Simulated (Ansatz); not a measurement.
5-(5-fluoropyrimidin-2-yl)thiophene-2-carbaldehyde (C₉H₅FN₂OS), SMILES O=Cc1ccc(-c2ncc(F)cn2)s1. Atoms are numbered in the order given.

```xyz
19

O     -1.3537     4.6022     0.0000
C     -0.1875     4.2737     0.0000
C      0.2936     2.8933     0.0000
C      1.6121     2.4628     0.0000
C      1.7238     1.0544     0.0000
C      0.4862     0.4299     0.0000
C      0.2220    -1.0090     0.0000
N      1.2817    -1.8344     0.0000
C      1.0409    -3.1407     0.0000
C     -0.2661    -3.6287     0.0000
F     -0.5077    -4.9387     0.0000
C     -1.3112    -2.7055     0.0000
N     -1.0627    -1.4006     0.0000
S     -0.8264     1.5637     0.0000
H      0.6369     5.0331     0.0000
H      2.4589     3.1514     0.0000
H      2.6550     0.4895     0.0000
H      1.8908    -3.8326     0.0000
H     -2.3536    -3.0433     0.0000
```
Charge 0, spin multiplicity 1.

Geometry: B3LYP-D3(BJ)/def2-SVP. One conformer was computed; it need not be the lowest.

Two levels are set side by side: PBE-D3(BJ)/def2-SVP (Ansatz, a program for electronic structure) and B3LYP-D3(BJ)/def2-SVP (Ansatz). Each level has its own optimised geometry; the coordinates shown are those of the second. Differences are taken from unrounded values.

| quantity | B3LYP-D3(BJ) | PBE-D3(BJ) | PBE-D3(BJ) minus B3LYP-D3(BJ) |
|---|---|---|---|
| mean bond length (Å) | 1.338 | 1.345 | 0.007 |
| bond O1–C2 (Å) | 1.212 | 1.223 | 0.011 |
| bond C2–C3 (Å) | 1.462 | 1.463 | 0.001 |
| bond C3–C4 (Å) | 1.387 | 1.398 | 0.011 |
| bond C3–S14 (Å) | 1.738 | 1.744 | 0.005 |
| bond C4–C5 (Å) | 1.413 | 1.413 | 0.000 |
| bond C5–C6 (Å) | 1.386 | 1.397 | 0.011 |
| bond C6–C7 (Å) | 1.463 | 1.463 | 0.000 |
| bond C6–S14 (Å) | 1.735 | 1.738 | 0.003 |
| bond C7–N8 (Å) | 1.343 | 1.352 | 0.009 |
| bond C7–N13 (Å) | 1.343 | 1.353 | 0.010 |
| bond N8–C9 (Å) | 1.328 | 1.335 | 0.007 |
| bond C9–C10 (Å) | 1.395 | 1.403 | 0.008 |
| bond C10–F11 (Å) | 1.332 | 1.337 | 0.005 |
| bond C10–C12 (Å) | 1.394 | 1.403 | 0.009 |
| bond C12–N13 (Å) | 1.328 | 1.335 | 0.006 |
| bond C2–H15 (Å) | 1.121 | 1.132 | 0.011 |

Exact exchange shortens and stiffens bonds; PBE has none. Differences between two approximate levels are no errors against the true value.
